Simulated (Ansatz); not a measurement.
`FCBCF` + `ClCCl` → `FCBCl` + `FCCCl`  (formal exchange of groups at a B–C bond)

Program: Ansatz. Geometries: PBE0-D4/def2-TZVP. ΔE: electronic, gas phase. CCSD(T)/CBS adds triple-zeta CCSD(T) − MP2 to the extrapolated MP2 energy (def2 sets, frozen cores). This one scheme is used for every species. Each species was taken in one conformer, which may not be the lowest.

| level | ΔE (kJ/mol) |
| --- | --- |
| SCS-MP2/def2-TZVPP | -144.5 |
| MP2/def2-QZVPP | -145.0 |
| SCS-MP2/def2-QZVPP | -142.5 |
| CCSD/CBS(def2) | -140.2 |

Task: What does CCSD(T)/CBS give? (Best estimate.)

Result: The calculation gave: -140.4 kJ/mol. The listed levels differ from it by -4.1, -4.6, -2.1, 0.2 kJ/mol.

Largest T1 diagnostic among the species: 0.012.

From PBE to PBE0 (25 % exact exchange), in def2-TZVPP and without D4, ΔE moves by −5.8 kJ/mol.
